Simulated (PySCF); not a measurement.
SCF from a fresh guess for triplet BrMoN, at the PBE0 minimum. PySCF input:

```python
from pyscf import gto, scf, dft
mol = gto.M(atom='''
Mo     0.000000    -0.972620    -0.000000
N     -1.505270    -1.543120     0.000000
Br     0.267090     1.480440     0.000000''',
    basis={'Mo': 'def2-SVP', 'N': 'def2-SVP', 'Br': 'def2-SVP'},
    ecp={'Mo': 'def2-SVP'},
    charge=0, spin=2)
mf = dft.UKS(mol, xc='PBE0')
mf.grids.atom_grid = (50, 194)
aux = {'Mo': 'def2-universal-JKFIT', 'N': 'def2-universal-JKFIT', 'Br': 'def2-universal-JKFIT'}
mf = mf.density_fit(auxbasis=aux)
mf.conv_tol = 1e-08
mf.diis_space = 10
mf.max_cycle = 60
mf.init_guess = 'minao'
mf.verbose = 4
mf.kernel()
```

Excerpt of the output (cycles alone):

```
init E= -2687.79901076614
cycle= 1 E= -2696.29695482561  delta_E= -8.5  |g|= 0.367  |ddm|= 2.18
cycle= 2 E= -2696.10422827467  delta_E= 0.193  |g|= 0.767  |ddm|= 0.924
cycle= 3 E= -2696.31354834936  delta_E= -0.209  |g|= 0.364  |ddm|= 0.684
cycle= 4 E= -2696.37441566755  delta_E= -0.0609  |g|= 0.0387  |ddm|= 0.305
cycle= 5 E= -2696.37568120193  delta_E= -0.00127  |g|= 0.0288  |ddm|= 0.097
cycle= 6 E= -2696.3763146324  delta_E= -0.000633  |g|= 0.00813  |ddm|= 0.0453
cycle= 7 E= -2696.37655301925  delta_E= -0.000238  |g|= 0.00467  |ddm|= 0.0333
cycle= 8 E= -2696.37669846804  delta_E= -0.000145  |g|= 0.00161  |ddm|= 0.041
cycle= 9 E= -2696.37670777763  delta_E= -9.31e-06  |g|= 0.000858  |ddm|= 0.00849
cycle= 10 E= -2696.37670931065  delta_E= -1.53e-06  |g|= 0.000308  |ddm|= 0.00285
cycle= 11 E= -2696.37670966622  delta_E= -3.56e-07  |g|= 9.31e-05  |ddm|= 0.00188
cycle= 12 E= -2696.37670971869  delta_E= -5.25e-08  |g|= 5.28e-05  |ddm|= 0.000734
cycle= 13 E= -2696.37670973543  delta_E= -1.67e-08  |g|= 3.18e-05  |ddm|= 0.000492
cycle= 14 E= -2696.37670973838  delta_E= -2.96e-09  |g|= 4.16e-05  |ddm|= 0.000244
Extra cycle  E= -2696.37670972949  delta_E= 8.89e-09  |g|= 0.000156  |ddm|= 0.000143
converged SCF energy = -2696.37670972949  <S^2> = 2.0601904  2S+1 = 3.0398621
```

No lower solution of this spin was found from smeared starts or by a stability analysis within the unrestricted form.

Other spin states or occupations of the open shell can lie lower.

The search for the lowest solution, 3 starts and the stability check together, took 13 s on 2 threads of a shared Arm Neoverse V1 host, with 77 basis functions; the process peaked at 0.35 GiB. Launch command: `OMP_NUM_THREADS=2 python axn.py task.json out`.
